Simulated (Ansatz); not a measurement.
Cd (SMILES [Cd]), singlet (core potentials on Cd); REVPBE/def2-SVP in Ansatz (a first-principles code).

The Ansatz input:
Ansatz 0.2 input:
```yaml
crystal:
  periodic: [false, false, false]
  atoms:
    - {symbol: Cd, position_ang: [0.00000000, 0.00000000, 0.00000000]}
basis:
  gaussian:
    orbitals: def2-SVP
hamiltonian:
  xc: revpbe
```

It wrote (shortened):

```
Functional definition: revPBE
308 factors; their error is unknown
mean field evaluation 1: about -4565.9238 eV, gradient 5.8e0 eV
mean field evaluation 2: about -4565.8983 eV, gradient 6.6e0 eV
mean field evaluation 4: about -4565.9815 eV, gradient 2.2e-3 eV
mean field evaluation 8: about -4565.9780 eV, gradient 2.6e-5 eV
mean field -4565.97799889 eV, -167.7965965282 hartree, gradient 2.5e-5 eV, S^2 0.000000; 0 other end points of the search recorded, 0 dependent functions left out
reference -4565.97802986 eV, -167.7965976662 hartree; 10, 10 occupied and 21, 21 virtual orbitals, 308 factors
Total energy: -4565.97802986 eV, -167.7965976662 hartree
```
